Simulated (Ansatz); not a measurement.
C₂H₇AlGe, SMILES `[CH3][GeH]1[CH2][AlH]1`, relaxed with RKS PBE0-D4/def2-TZVP in the Gaussian-basis code of Ansatz from a PBE-D4/def2-SVP geometry. The force threshold is 0.005 eV/Å; the program also tests the step.

Total charge 0; spin multiplicity 1.

Start:

```xyz
11

C     1.679    0.414    0.854
Ge   -0.288    0.320    0.673
C    -0.914    0.029   -1.272
Al   -1.599   -1.476   -0.216
H     1.975    0.368    1.920
H     2.148   -0.436    0.321
H     2.049    1.363    0.416
H    -0.950    1.590    1.291
H    -0.066   -0.168   -1.964
H    -1.563    0.812   -1.716
H    -2.471   -2.817   -0.306
```

(1) By how much does the energy fall, and how many steps does the optimiser take? (Estimate.)

(2) Which bonds change most? (An estimate is asked.)

(3) Give the relaxed structure. (Best estimate.)

Results:

(1) Computed: 3.97 kJ/mol, in 11 steps, 2 of them rejected.

(2) Ansatz gave: Ge2–Al4 from 2.395 to 2.371 Å; C3–Al4 from 1.962 to 1.939 Å; Ge2–C3 from 2.064 to 2.042 Å; C3–H10 from 1.110 to 1.090 Å.

(3) The calculation gave: 
```xyz
11

C     1.673    0.422    0.843
Ge   -0.275    0.304    0.658
C    -0.909    0.023   -1.263
Al   -1.595   -1.460   -0.217
H     1.959    0.364    1.894
H     2.151   -0.398    0.307
H     2.025    1.369    0.431
H    -0.949    1.542    1.290
H    -0.073   -0.202   -1.933
H    -1.525    0.806   -1.706
H    -2.482   -2.770   -0.305
```
